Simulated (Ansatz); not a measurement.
Program: Ansatz. Geometries: PBE0-D4/def2-TZVP. ΔE: electronic, gas phase. CCSD(T)/CBS is the MP2 limit (def2-TZVPP, def2-QZVPP) plus CCSD(T) − MP2 in def2-TZVPP, frozen cores. Functionals use def2-TZVPP. def2 core potentials past Kr. For Cd outer-core shells are correlated without core-valence functions, which leaves a few kJ/mol of doubt a bond. One conformer a species, not always the lowest.

`COB(F)OC` + `[NH2][Cd][O][SiH3]` → `COB(F)O[SiH3]` + `C[O][Cd][NH2]`  (redistribution)

| level | ΔE (kJ/mol) |
| --- | --- |
| LDA (SPW92) | 27.1 |
| PBE-D4 | 25.5 |
| ωB97M-V | 32.5 |
| PBE | 25.6 |
| CAM-B3LYP | 31.6 |
| CCSD/def2-TZVPP | 34.3 |
| SCS-MP2/def2-QZVPP | 34.1 |
| CCSD/CBS(def2) | 32.9 |

What does CCSD(T)/CBS give? (Best estimate.)

The calculation gave: +32.2 kJ/mol. The listed levels differ from it by -5.1, -6.7, 0.3, -6.6, -0.6, 2.1, 1.9, 0.7 kJ/mol.

Largest T1 diagnostic among the species: 0.016.

From PBE to PBE0 (25 % exact exchange), in def2-TZVPP and without D4, ΔE moves by +4.6 kJ/mol. Leaving LDA and LC-ωPBE aside and taking each functional with its dispersion term where it has one, the values, not all of them listed here, spread over 9.7 kJ/mol, from BLYP-D4 to PBE-QIDH.
